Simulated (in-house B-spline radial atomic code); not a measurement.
Computed with a B-spline radial atomic code. Model: two electrons, singlet ground state, non-relativistic, full CI in B-splines with partial waves to l = 8 (at full coupling up to 3e-4 hartree above the limit, correlation up to 0.6 % small), density held at that of full coupling by Lieb maximisation.

Along the adiabatic connection the electron repulsion is scaled by a coupling λ while a local potential keeps the density fixed. At λ = 0 the system is the Kohn-Sham one and W equals the exchange energy; the exchange-correlation energy is the area under W between 0 and 1. The kinetic energy rises with λ as the electrons avoid each other, with dT/dλ = −λ dW/dλ.

Command:
```bash
python run_ac.py task.json out
```
Settings (lengths in bohr, energies in hartree):
```
potential              harmonic
strength               0.0106
lmax                   8
```

Run time, properties included: 55 s on 1 thread of Intel(R) Xeon(R) Processor @ 2.30GHz, on a shared host.

**W = mean repulsion less Hartree energy, and W of three functionals.**

Given: confinement harmonic well; well frequency 0.0106 hartree; external potential omega^2 r^2/2.

Computed: LDA exchange minus exact 7.3393 millihartree; SCAN exchange minus exact -0.72965 millihartree.

```csv
coupling,W xc (hartree),W xc minus exchange (millihartree),kinetic minus Kohn-Sham (millihartree),LDA (PW92) W minus its exchange (millihartree),PBE W minus its exchange (millihartree),SCAN W minus its exchange (millihartree)
0,-0.056287,0,0,0,0,0
0.02,-0.058441,-2.154,0.02,-5.6,-3.11,-1.73
0.05,-0.061038,-4.751,0.11,-9.79,-6.11,-3.85
0.12,-0.0651,-8.813,0.44,-15.42,-10.6,-7.48
0.25,?,?,?,?,?,?
0.4,-0.0712,-14.913,1.83,-24.47,-18.49,-14.28
0.6,?,?,?,?,?,?
0.8,-0.073809,-17.523,3.31,-29.3,-22.91,-17.65
1,-0.074497,-18.21,3.93,-30.71,-24.22,-18.5
1.4,-0.075419,-19.133,5.02,-32.69,-26.06,-19.54
2,-0.07627,-19.983,6.44,-34.59,-27.84,-20.36
3,-0.077101,-20.815,8.48,-36.5,-29.64,-21.02
```

(1) What belongs in the row 0.25?

(2) What belongs in the row 0.6?

(3) What is the PBE exchange minus exact?

**Energy parts, natural occupations and partial-wave weights.**

Computed: total energy 0.0828 hartree; correlation energy -0.014283 hartree; kinetic part of the DFT correlation energy 0.0039268 hartree; kinetic part over minus potential part 0.21564; Hartree energy 0.11257 hartree; Lieb Oxford ratio E_xc over LDA exchange 1.4418.

| natural | occupation of the shell (electrons) |
| --- | --- |
| s | 1.3936 |
| p | ? |
| s | 0.019332 |
| d | 0.012137 |
| p | 0.00063585 |
| s | 1.7902e-05 |

(4) What belongs in the row p?

```csv
wave,weight
s,0.70645
p,0.28748
d,0.0060686
f,?
g,5.0928e-08
```

(5) What belongs in the row f?

(6) What is the exchange energy?

(7) What is the Kohn-Sham kinetic?

Results:

(1) W xc (hartree): -0.068984; W xc minus exchange (millihartree): -12.698; kinetic minus Kohn-Sham (millihartree): 1.13; LDA (PW92) W minus its exchange (millihartree): -20.92; PBE W minus its exchange (millihartree): -15.33; SCAN W minus its exchange (millihartree): -11.57.

(2) W xc (hartree): -0.072819; W xc minus exchange (millihartree): -16.533; kinetic minus Kohn-Sham (millihartree): 2.63; LDA (PW92) W minus its exchange (millihartree): -27.37; PBE W minus its exchange (millihartree): -21.13; SCAN W minus its exchange (millihartree): -16.38.

(3) 1.7029 millihartree.

(4) occupation of the shell (electrons): 0.57432.

(5) weight: 3.1436e-07.

(6) -0.056287 hartree.

(7) 0.0089346 hartree.

Half-way to full coupling W has made 86 % of its drop, against 50 % for a straight line, and second-order (GL2) theory, half the initial slope, overshoots the correlation energy by about 307 %: correlation is strong. Over couplings 0 to 1 the errors in E_xc come to about -2.3 millihartree for LDA, -2.2 millihartree for PBE, -0.3 millihartree for SCAN, so SCAN is nearest. In LDA and PBE and SCAN the errors of exchange and correlation have opposite signs, so the sum is smaller than the larger of the two.
